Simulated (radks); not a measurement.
Question: The manganese ion Mn3+, configuration [Ar] 3d4. Calculated with a radial shooting solver on a logarithmic mesh with Libxc functionals: non-relativistic Kohn-Sham, AM05, spin-polarised, spherical densities, point nucleus; open shells are filled with parallel spins first. Some entries of the table are withheld. Estimate them.

orbital  occ.  eigenvalue (hartree)  <r^2> (bohr^2)
1s down     1             -235.0695        0.005097
1s up       1             -235.0695        0.005097
2s up       1             -28.24810         0.09465
2s down     1             -28.16857         0.09423
2p up       3             -24.42075             (1)
2p down     3             -24.36110             (2)
3s up       1              -4.45869          0.8362
3s down     1              -4.28858          0.8433
3p up       3                   (3)          0.9305
3p down     3                   (4)          0.9441
3d up       4              -1.58230             (5)
3d down     0              -1.41972             (6)

Answer: 
(1) 2p up <r^2> (bohr^2): 0.07609
(2) 2p down <r^2> (bohr^2): 0.07567
(3) 3p up eigenvalue (hartree): -3.35921
(4) 3p down eigenvalue (hartree): -3.19087
(5) 3d up <r^2> (bohr^2): 1.313
(6) 3d down <r^2> (bohr^2): 1.418
